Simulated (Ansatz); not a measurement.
Total energies of `[H]/C=C/c1ccc(/C=C/c2cccs2)s1` from Ansatz at PBE-D4/def2-SVP, gas phase (1 Eh = 27.2114 eV = 2625.5 kJ/mol). The reference geometry is relaxed at r2SCAN-D4/def2-SVP.

```csv
atom,x (Å),y (Å),z (Å)
H1,0.780,6.069,2.957
C2,0.649,5.320,2.172
C3,0.557,4.011,2.479
C4,0.385,2.928,1.532
C5,0.278,2.953,0.143
C6,0.118,1.681,-0.435
C7,0.098,0.641,0.497
C8,-0.045,-0.778,0.314
C9,-0.198,-1.407,-0.885
C10,-0.340,-2.822,-1.093
C11,-0.500,-3.476,-2.310
C12,-0.614,-4.883,-2.186
C13,-0.541,-5.306,-0.877
S14,-0.334,-3.985,0.212
S15,0.283,1.289,2.103
H16,0.597,5.680,1.140
H17,0.616,3.715,3.534
H18,0.316,3.880,-0.432
H19,0.018,1.513,-1.509
H20,-0.025,-1.388,1.225
H21,-0.220,-0.811,-1.805
H22,-0.532,-2.936,-3.260
H23,-0.745,-5.566,-3.028
H24,-0.598,-6.323,-0.489
```

| state | geometry | energy (Eh) |
| --- | --- | --- |
| charge 0 singlet | reference | -1258.15657 |
| charge 1 doublet | reference | -1257.91152 |
| charge 1 doublet | relaxed at r2SCAN-D4/def2-SVP | -1257.91561 |
| charge -1 doublet | reference | -1258.18211 |
| charge -1 doublet | relaxed at r2SCAN-D4/def2-SVP | -1258.18765 |
| free H atom (doublet) | – | -0.49863 |
| free C atom (triplet) | – | -37.75124 |
| free S atom (triplet) | – | -397.80063 |

Q: Work out the vertical ionisation energy to the doublet.

A: E(charge 1 doublet) − E(charge 0 singlet) = -1257.91152 − (-1258.15657) = 0.24505 Eh = 6.67 eV. For comparison, −ε of the highest occupied level is 4.65 eV at this level, 2.02 eV less.

Q: Work out the vertical electron affinity, to the doublet.

A: E(charge 0 singlet) − E(charge -1 doublet) = -1258.15657 − (-1258.18211) = 0.02554 Eh = 0.69 eV. The basis lacks diffuse functions, which makes affinities too small.

Q: Give the fundamental gap IE − EA, the Mulliken electronegativity (IE + EA)/2 and the hardness (IE − EA)/2.

A: From the values in Eh: IE − EA = 0.24505 − 0.02554 = 0.21951 Eh = 5.97 eV; (IE + EA)/2 = 3.68 eV; (IE − EA)/2 = 2.99 eV. The HOMO–LUMO gap of the same run is 2.06 eV, 3.91 eV smaller than the fundamental gap.

Q: How much does the charge 1 doublet relax, and what is the adiabatic ionisation energy?

A: Relaxation: -1257.91152 − (-1257.91561) = 0.00409 Eh = 0.11 eV. Adiabatic ionisation energy: 0.24096 Eh = 6.56 eV, without zero-point energy. 

Q: How much does the charge -1 doublet relax, and what is the adiabatic electron affinity?

A: Relaxation: -1258.18211 − (-1258.18765) = 0.00554 Eh = 0.15 eV. Adiabatic electron affinity: 0.03108 Eh = 0.85 eV, without zero-point energy. 

Q: What is the binding energy per atom against free atoms?

A: Atoms: 10 × (-0.49863) + 12 × (-37.75124) + 2 × (-397.80063) = -1253.60244 Eh. Binding: -1253.60244 − (-1258.15657) = 4.55413 Eh = 123.92 eV, or 5.16 eV for each of 24 atoms (no zero-point energy, no counterpoise term).

At PBE-D4/def2-SVP the highest occupied level of the charge -1 doublet lies above zero (up to 1.28 eV). By energy differences its removal costs 0.69 eV (vertical, to the charge 0 singlet, at PBE-D4/def2-SVP); self-interaction error and the lack of diffuse functions both raise the level. At PBE-D4/def2-SVP the highest occupied level of the relaxed charge -1 doublet lies above zero (up to 1.05 eV). By energy differences its removal costs 0.85 eV (each at its own geometry, to the charge 0 singlet, at PBE-D4/def2-SVP); self-interaction error and the lack of diffuse functions both raise the level.
